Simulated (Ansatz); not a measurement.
Computed with Ansatz.

A structure relaxed at PBE0-D4/def2-TZVP, charge 0, multiplicity 1:

```
atom    x (Å)    y (Å)    z (Å)
  N1   0.7929  -1.1845   1.1300
 In2  -0.0833   0.0179  -0.2327
  O3  -0.1468   1.9789   0.0667
  S4  -0.9098  -0.6500  -2.3465
  H5   0.5362  -2.1608   1.0869
  H6   0.7322  -0.8768   2.0907
  H7   0.2613   2.2534   0.8910
  H8  -1.1827   0.6220  -2.6861
```

(1) Give its formula and SMILES.

(2) Summarise the bond lengths by kind.

Answers

(1) H4InNOS, `[NH2][In]([OH])[SH]`.

(2) 1 × In–N 2.017 Å; 2 × H–N 1.010 to 1.011 Å; 1 × In–O 1.985 Å; 1 × In–S 2.366 Å; 1 × H–O 0.960 Å; 1 × H–S 1.345 Å.
